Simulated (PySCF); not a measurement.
ECD: `F[C@H]1[CH2][GeH2][C@@H](F)C1`, C$_{4}$H$_{8}$F$_{2}$Ge

Geometry:
| atom | x (Å) | y (Å) | z (Å) |
| --- | --- | --- | --- |
| F1 | -0.263 | 0.332 | -1.878 |
| C2 | 0.636 | -0.323 | -1.047 |
| C3 | 1.262 | 0.752 | -0.175 |
| Ge4 | -0.343 | 1.319 | 0.840 |
| C5 | -1.119 | -0.524 | 0.714 |
| F6 | -2.366 | -0.440 | 0.115 |
| C7 | -0.158 | -1.301 | -0.185 |
| H8 | 1.347 | -0.836 | -1.705 |
| H9 | 2.034 | 0.322 | 0.461 |
| H10 | 1.713 | 1.523 | -0.795 |
| H11 | -0.076 | 1.784 | 2.247 |
| H12 | -1.203 | 2.309 | 0.126 |
| H13 | -1.289 | -1.047 | 1.659 |
| H14 | -0.722 | -1.985 | -0.821 |
| H15 | 0.542 | -1.876 | 0.423 |

Computed with TDDFT B3LYP/def2-SVPD circular dichroism and optical rotation, one conformer, gas phase (PySCF 2.14.0). Geometry: GFN2-xTB.

The calculation is non-relativistic, which matters for the atoms heavier than Zn. States above about 7.7 eV (minus the energy of the highest occupied orbital) lie near or above the ionisation threshold and depend on the basis.

**Question.** What are the CIP labels of the stereocentres?

**Answer.** C2 R, C5 R.

**Question.** Which excitations and rotatory strengths does the calculation give?

**Answer.** Rotatory strengths R in 10⁻⁴⁰ esu² cm², velocity form and length form (origin at the centre of mass); f in length form.
| state | E (eV) | λ (nm) | f | R (velocity) | R (length) | main |
| --- | --- | --- | --- | --- | --- | --- |
| 1 | 6.95 | 178 | 0.021 | -2.7 | -2.7 | HOMO→LUMO 0.86, HOMO→LUMO+1 0.12 |
| 2 | 7.04 | 176 | 0.049 | -1.5 | -2.2 | HOMO→LUMO+1 0.81, HOMO→LUMO 0.09 |
| 3 | 7.48 | 166 | 0.009 | +6.7 | +6.5 | HOMO→LUMO+2 0.64, HOMO→LUMO+3 0.28 |
| 4 | 7.69 | 161 | 0.010 | +4.2 | +4.2 | HOMO−1→LUMO 0.46, HOMO→LUMO+3 0.23 |
| 5 | 7.81 | 159 | 0.118 | +12.5 | +11.5 | HOMO−1→LUMO 0.50, HOMO→LUMO+3 0.28 |
| 6 | 7.90 | 157 | 0.101 | +10.5 | +10.2 | HOMO−1→LUMO+1 0.76, HOMO→LUMO+3 0.09 |
| 7 | 8.10 | 153 | 0.005 | +2.5 | +2.7 | HOMO→LUMO+4 0.89 |
| 8 | 8.17 | 152 | 0.008 | -5.5 | -6.2 | HOMO−2→LUMO 0.56, HOMO−2→LUMO+1 0.27 |

Among the states computed, the strongest CD band (largest |R|) is state 5. The largest dissymmetry factor in size, g = 4R/(D+G), with D and G the electric and magnetic dipole strengths, is -0.0082 for state 8 (velocity form, f = 0.008), among bands with |R| over 0.5. The mirror image has the same energies and oscillator strengths and all R with the opposite sign.
